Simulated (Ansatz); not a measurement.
Ansatz (a quantum-chemistry and plane-wave program) input:

Ansatz 0.2 input:
```yaml
crystal:
  periodic: [false, false, false]
  atoms:
    - {symbol: N, position_ang: [-1.19872963, -0.06022543, -0.03067148]}
    - {symbol: B, position_ang: [0.06825961, 0.23865410, 0.47289632]}
    - {symbol: O, position_ang: [1.27327872, 0.00157824, -0.09239208]}
    - {symbol: H, position_ang: [-2.04080563, 0.15872860, 0.47108222]}
    - {symbol: H, position_ang: [-1.36439815, -0.51149013, -0.92211205]}
    - {symbol: H, position_ang: [1.26878337, -0.43155686, -0.95961473]}
basis:
  gaussian:
    orbitals: STO-3G
hamiltonian:
  xc: {name: PBE0}
magnetization: {spin_polarized: true, initial_magnetization: 1}
```

**Question.** Which total energy does the run end on?

**Answer.** -154.35445 Eh (PBE0/STO-3G). The basis has 18 functions.

It need not be the lowest isomer of its formula.
